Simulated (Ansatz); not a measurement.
Geometry optimisation, RKS B3LYP-D4/def2-SVPD (Ansatz).

The input (input.yaml):

```yaml
crystal:
  periodic: [false, false, false]
  atoms:
    - { symbol: "N", position_ang: [-0.2981, 1.5357, 0.1738] }
    - { symbol: Al, position_ang: [0.1397, -0.2007, -0.3354] }
    - { symbol: O, position_ang: [1.8403, -0.5704, -0.8313] }
    - { symbol: O, position_ang: [-1.0399, -1.5225, -0.3225] }
    - { symbol: H, position_ang: [0.12167, 2.2067, -0.60087] }
    - { symbol: H, position_ang: [0.2303, 1.81259, 1.03859] }
    - { symbol: H, position_ang: [2.346, -0.814, 0.0361] }
    - { symbol: H, position_ang: [-1.029, -1.8879, 0.591] }
basis:
  gaussian: { orbitals: def2-SVPD }
hamiltonian:
  xc: b3lyp
  dispersion: d4
relax:
  f_tol: 0.015
  max_steps: 40
output:
  orbitals: {}
```

Launched with:

```bash
$ ansatz run input.yaml --threads 2 --pin off --max-ram 3072MiB --backend cpu --events-out ev --progress --plain --runs-dir out
```

Q: Where does it end, and by what steps?

A: The forces met the threshold. After 9 steps the energy has fallen by 1.287 eV; H6 moved furthest, 1.20 Å.

```
step  energy less start (eV)  largest force component (eV/Å)  accepted
   0                  0.0000                           2.943       yes
   1                 -0.3713                           1.786       yes
   2                 -0.6873                           0.479       yes
   3                 -0.8114                           0.583       yes
   4                 -0.9425                           0.661       yes
   5                 -1.0722                           0.585       yes
   6                 -1.1863                           0.314       yes
   7                 -1.2639                           0.210       yes
   8                 -1.2865                           0.036       yes
   9                 -1.2872                           0.010       yes
```

```xyz
8
Properties=species:S:1:pos:R:3
N 0.022 1.373 0.185
Al 0.374 -0.346 -0.102
O 1.884 -0.895 -0.685
O -0.771 -1.584 0.183
H 0.671 2.133 0.021
H -0.856 1.734 0.536
H 2.656 -0.368 -0.892
H -1.669 -1.486 0.503
```

Whether the end is a true minimum wasn't checked by a vibrational analysis.

Run time: 30 s on 2 threads of Intel(R) Xeon(R) Platinum 8259CL CPU @ 2.50GHz (Skylake/Cascade Lake), with other jobs on the host, peak memory 0.25 GiB.
